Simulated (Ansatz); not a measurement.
Gas-phase electronic energies from Ansatz, PBE0-D4/def2-TZVP geometries. CCSD(T)/CBS is the MP2 limit (def2-TZVPP, def2-QZVPP) plus CCSD(T) − MP2 in def2-TZVPP, frozen cores. This one scheme is used for every species, atoms too. For atomizations the MP2-based limit and the directly extrapolated one differ by several kJ/mol either way, and by 10 to 25 for some Ge, Se and Sn compounds, so smaller differences from it don't rank the levels. Functionals use def2-TZVPP. B3LYP here is the variant with VWN-RPA as its local correlation; programs differ in this. HSE06 is defined as in plane-wave codes. Open shells (•) are unrestricted, without spin–orbit coupling. Spin–orbit coupling would lower the free atoms: a little for Cl, Si; clearly for Ge. Bonds to Ge are less sure, by a few kJ/mol each and by 10 to 20 or more in all where they break to atoms, as the def2 sets lack core-valence functions. Scalar relativity is left out up to krypton.

`[SiH3][GeH]([SiH3])[Cl]` → Cl• + Ge• + 7 H• + 2 Si•  (atomization)

`[SiH3][GeH]([SiH3])[Cl]`:

```xyz
11

Si    1.107    1.733   -0.002
Ge    0.605   -0.584   -0.238
Si   -1.690   -1.172    0.017
Cl    1.650   -1.579    1.398
H     2.576    1.938   -0.063
H     0.450    2.492   -1.100
H     0.583    2.204    1.305
H     1.211   -1.176   -1.526
H    -2.172   -0.655    1.323
H    -1.840   -2.648   -0.032
H    -2.480   -0.553   -1.081
```

| level | ΔE (kJ/mol) | difference from CCSD(T)/CBS |
| --- | --- | --- |
| PBE-D4 | 3043.6 | -53.0 |
| revPBE-D4 | 2999.8 | -96.8 |
| r2SCAN-D4 | 3090.1 | -6.5 |
| B97M-V | 3119.3 | 22.7 |
| r2SCANh-D4 | 3082.0 | -14.6 |
| ωB97X-V | 3119.5 | 22.9 |
| revPBE | 2930.9 | -165.7 |
| B3LYP | 3023.2 | -73.4 |
| HSE06 | 3022.5 | -74.1 |
| LC-ωPBE | 3026.3 | -70.3 |
| CCSD(T)/def2-SVP | 2864.1 | -232.5 |
| MP2/def2-TZVPP | 2994.0 | -102.6 |
| CCSD(T)/def2-TZVPP | 3023.6 | -73.0 |
| MP2/def2-QZVPP | 3036.6 | -60.0 |
| SCS-MP2/def2-QZVPP | 3073.2 | -23.4 |
| HF/CBS(def2) | 2343.6 | -753.0 |
| CCSD(T)/CBS | 3096.6 | 0 |

Largest T1 diagnostic among the species: 0.012.

From PBE to PBE0 (25 % exact exchange), in def2-TZVPP and without D4, ΔE moves by +5.6 kJ/mol. At CCSD(T), def2-SVP lies −232.5 kJ/mol from the extrapolated value and def2-TZVPP −73.0 kJ/mol: correlation converges slowly with the basis, and small sets miss more of it in the bonded molecule than in its fragments.
